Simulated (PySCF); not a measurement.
Isomers of C5H8F3PSi, one GFN2-xTB conformer each. Single-point energies are computed at PBE0/pcSseg-1 (PySCF, gas phase, no added dispersion term), electronic only.

Problem. Rank them by PBE0/pcSseg-1 energy, lowest first (kJ/mol).
A. `[F:1][C:2]([F:3])([F:4])[P:5]1[CH2:6][CH2:7][CH:8]=[C:9]1[SiH3:10]` with C2–P5–C6–C7 83°, P5–C6–C7–C8 13°, C6–C7–C8–C9 -10°, C2–P5–C9–C8 -90°
B. `[CH:1]#[C:2][CH2:3][P:4]([CH2:5][SiH3:6])[C:7]([F:8])([F:9])[F:10]` with C2–C3–P4–C5 68°, C3–P4–C5–Si6 164°
C. `[CH3:1][C:2]([SiH3:3])=[C:4]=[P:5][CH2:6][C:7]([F:8])([F:9])[F:10]` with C4–P5–C6–C7 -63°
D. `[F:1][C:2]([F:3])([F:4])[C:5]1=[C:6]([SiH3:7])[CH2:8][PH:9][CH2:10]1` with C5–C6–C8–P9 -16°, C6–C8–P9–C10 21°, C8–P9–C10–C5 -20°, C2–C5–C10–P9 -165°

Solution. D (0.0), A (11.1), C (104.5), B (173.1).

As drawn, the lowest has a C=C bond outside aromatic rings, which the highest lacks; the highest has a C≡C bond, which the lowest lacks. GFN2-xTB itself gives, in the same order: 0.0, 20.7, 131.2, 170.4. Both levels put the same isomer lowest; measured from each level's own lowest isomer, the values differ by up to 26.7 kJ/mol (CC([SiH3])=C=PCC(F)(F)F: 131.2 against 104.5).

Problem. Which frontier levels, dipoles and rotational constants go with these structures?

Solution. 
```json
{"SMILES": "FC(F)(F)C1=C([SiH3])CPC1", "HOMO (eV, PBE0/pcSseg-1)": "-7.41", "LUMO (eV)": "-1.10", "dipole (D)": "1.75", "A, B, C (MHz)": "1182, 837.0, 548.1"}
{"SMILES": "FC(F)(F)P1CCC=C1[SiH3]", "HOMO (eV, PBE0/pcSseg-1)": "-7.30", "LUMO (eV)": "-0.85", "dipole (D)": "2.99", "A, B, C (MHz)": "1260, 903.2, 669.3"}
{"SMILES": "CC([SiH3])=C=PCC(F)(F)F", "HOMO (eV, PBE0/pcSseg-1)": "-7.13", "LUMO (eV)": "-1.53", "dipole (D)": "2.16", "A, B, C (MHz)": "1387, 620.7, 526.7"}
{"SMILES": "C#CCP(C[SiH3])C(F)(F)F", "HOMO (eV, PBE0/pcSseg-1)": "-7.65", "LUMO (eV)": "0.04", "dipole (D)": "2.02", "A, B, C (MHz)": "1120, 789.2, 526.5"}
```
